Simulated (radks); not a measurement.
The numbers below are computed, except where a source is named.
The aluminium ion Al+, [Ne] 3s2. Level of theory: non-relativistic Kohn-Sham, r2SCAN, spin-polarised, spherical densities, point nucleus; meta-GGA in the generalised Kohn-Sham scheme (a radial shooting solver on a logarithmic mesh with Libxc functionals). Every spin shell is full or empty, so the densities are truly spherical. Functionals are evaluated on that one density, not self-consistently. Rank these exchange functionals by their error against the exact value of the orbitals, and give that value: LDA, B88, PBE, PBEsol, revPBE, PW91, OPTX, AM05, SOGGA, G96, EV93, APBE, SCAN, MS2, MVS.

Answer. Exact: -17.8744 hartree. From best to worst, with 100 (|E| - |E exact|)/|E exact| (equal figures are ties): revPBE +0.02, OPTX +0.03, PW91 -0.05, B88 +0.08, G96 +0.12, MVS -0.18, MS2 +0.27, SCAN +0.30, PBE -0.46, APBE +0.75, EV93 +1.73, PBEsol -3.61, SOGGA -3.66, AM05 -7.29, LDA -8.45.
